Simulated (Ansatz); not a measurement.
Computed with Ansatz on PBE0-D4/def2-TZVP structures; ΔE is electronic, products minus reactants. CCSD(T)/CBS adds triple-zeta CCSD(T) − MP2 to the extrapolated MP2 energy (def2 sets, frozen cores). Functionals use def2-TZVPP. For Br outer-core shells are correlated without core-valence functions, which leaves a few kJ/mol of doubt a bond. Scalar relativity is left out up to krypton.

`F[Si](Cl)(Br)Br` → `ClBr` + `F[Si]Br`  (silylene formation by 1,1-elimination)

CCSD(T)/CBS gives +462.1 kJ/mol.

Another level gave +476.8 kJ/mol. Which?
A. r2SCAN/def2-TZVPP
B. CCSD/def2-TZVPP
C. r2SCANh/def2-TZVPP
D. PBE-QIDH/def2-TZVPP

C. r2SCANh 476.8, CCSD/def2-TZVPP 454.9, r2SCAN 471.7, PBE-QIDH 486.4 kJ/mol.

What do rigid-rotor, harmonic-oscillator terms from PBE0-D4/def2-TZVP frequencies (298.15 K, 1 bar) make of the CCSD(T)/CBS value? (An estimate is asked.)

Ansatz gave: ΔZPE = -8.3 kJ/mol, ΔH = +455.7 kJ/mol, ΔS = 162 J/(mol·K), ΔG = +407.3 kJ/mol.

Largest T1 diagnostic among the species: 0.012.

At CCSD(T), def2-SVP lies −19.9 kJ/mol from the extrapolated value and def2-TZVPP −7.4 kJ/mol. From PBE to PBE0 (25 % exact exchange), in def2-TZVPP and without D4, ΔE moves by +32.0 kJ/mol.
